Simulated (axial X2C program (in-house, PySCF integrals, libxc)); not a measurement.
# Nuclear properties of NaNi⁻

Calculated with an in-house all-electron X2C program for linear molecules (integrals from PySCF): two-component X2C with atomic mean-field Coulomb and Gaunt terms, Gaussian nuclei, basis Ni dyall-acv3z, Na dyall-av3z with contracted cores.

R = 2.873 Å (near the PBE0 minimum at charge -1 of the determinant lowest at the starting distance; the state shown can have its own minimum elsewhere).

Determinant lowest in the PBE0 search, Ω = 2 (⟨Sz⟩ = 0.98, ⟨Lz⟩ = 1.02 at PBE0), spin on the atoms Ni 0.58, Na 0.40:

```json
{"level": "PBE0", "Eeff magnitude (GV/cm)": "0.241", "Ws magnitude Ni (kHz)": "0.0566", "A∥/gI Ni (MHz)": "472", "qzz Ni (a.u.)": "1.56", "A∥/gI Na (MHz)": "40.2", "qzz Na (a.u.)": "-0.13"}
{"level": "HF", "Eeff magnitude (GV/cm)": "0.639", "Ws magnitude Ni (kHz)": "0.146", "A∥/gI Ni (MHz)": "397", "qzz Ni (a.u.)": "1.03", "A∥/gI Na (MHz)": "6.54", "qzz Na (a.u.)": "-0.14"}
{"level": "PBE50", "Eeff magnitude (GV/cm)": "0.305", "Ws magnitude Ni (kHz)": "0.0703", "A∥/gI Ni (MHz)": "462", "qzz Ni (a.u.)": "1.45", "A∥/gI Na (MHz)": "33.1", "qzz Na (a.u.)": "-0.13"}
{"level": "B3LYP", "Eeff magnitude (GV/cm)": "0.193", "Ws magnitude Ni (kHz)": "0.0458", "A∥/gI Ni (MHz)": "471", "qzz Ni (a.u.)": "1.59", "A∥/gI Na (MHz)": "53.7", "qzz Na (a.u.)": "-0.14"}
{"level": "LDA", "Eeff magnitude (GV/cm)": "0.171", "Ws magnitude Ni (kHz)": "0.0409", "A∥/gI Ni (MHz)": "473", "qzz Ni (a.u.)": "1.61", "A∥/gI Na (MHz)": "59.4", "qzz Na (a.u.)": "-0.13"}
```

Determinant 0.04 eV from it at PBE0 and this distance, Ω = 3 (⟨Sz⟩ = 1.00, ⟨Lz⟩ = 2.00 at PBE0), spin on the atoms Ni 0.60, Na 0.40:

```json
{"level": "PBE0", "Eeff magnitude (GV/cm)": "0.209", "Ws magnitude Ni (kHz)": "0.0347", "A∥/gI Ni (MHz)": "446", "qzz Ni (a.u.)": "-3.00", "A∥/gI Na (MHz)": "25.8", "qzz Na (a.u.)": "-0.14"}
{"level": "HF", "Eeff magnitude (GV/cm)": "0.518", "Ws magnitude Ni (kHz)": "0.0827", "A∥/gI Ni (MHz)": "411", "qzz Ni (a.u.)": "-3.06", "A∥/gI Na (MHz)": "4.8", "qzz Na (a.u.)": "-0.15"}
{"level": "PBE50", "Eeff magnitude (GV/cm)": "0.267", "Ws magnitude Ni (kHz)": "0.0431", "A∥/gI Ni (MHz)": "444", "qzz Ni (a.u.)": "-3.01", "A∥/gI Na (MHz)": "21.8", "qzz Na (a.u.)": "-0.14"}
{"level": "B3LYP", "Eeff magnitude (GV/cm)": "0.165", "Ws magnitude Ni (kHz)": "0.0281", "A∥/gI Ni (MHz)": "444", "qzz Ni (a.u.)": "-3.01", "A∥/gI Na (MHz)": "33.9", "qzz Na (a.u.)": "-0.14"}
{"level": "LDA", "Eeff magnitude (GV/cm)": "0.139", "Ws magnitude Ni (kHz)": "0.0242", "A∥/gI Ni (MHz)": "448", "qzz Ni (a.u.)": "-2.97", "A∥/gI Na (MHz)": "37", "qzz Na (a.u.)": "-0.12"}
```

Eeff is the effective electric field on the electron electric dipole moment in this Ω state and Ws the scalar–pseudoscalar constant of the nucleus named (defined with the proton number Z and per Ω); A∥ (defined per Ω) follows by multiplying with gI = μI/(I μN); qzz is the electric field gradient, eQq0 = 234.96 MHz × Q/barn × qzz. The operators were transformed with the bare-nucleus X2C matrices; with these basis sets, hyperfine constants and field gradients can be off by tens of per cent, and where levels differ in sign neither size nor sign is settled.

(1) With gI(61Ni) = -0.5000, Q(61Ni) = 0.162 barn, Q(23Na) = 0.104 barn (g factors from the IAEA table of nuclear moments by Stone; Q from Pyykkö, Mol. Phys. 2018), turn the PBE0 values of the first state into constants in MHz.

Each state is one determinant with collinear spin, which with several unpaired electrons need not be a pure state. Unrestricted Hartree–Fock can overshoot spin polarisation at the nuclei. For an anion, determinants above electron detachment, or with a positive highest level, are held by the basis set. With several open shells hyperfine constants can be off by a factor of several. Where Eeff spreads by more than a factor of two the levels disagree and none is to be relied on. Open-shell Ω = 0 determinants with evenly filled partner blocks cannot be reached by this program, so the Ω shown need not be the lowest component. At HF, PBE50 a later determinant lies lower. States lie within half an eV, so the first need not be the ground state. Further determinants of the search, some of them spin-mixed, are not shown. Where a field gradient or hyperfine factor spreads by more than a factor of two over the levels, a constant derived from it is not to be relied on. PBE0 term energies can be off by some tenths of an eV.

## Answers

(1) A∥(61Ni) = 472 × -0.5000 = -236 MHz; eQq0(61Ni) = 234.96 × (0.162) × (1.56) = 59.4 MHz; eQq0(23Na) = 234.96 × (0.104) × (-0.13) = -3.18 MHz.
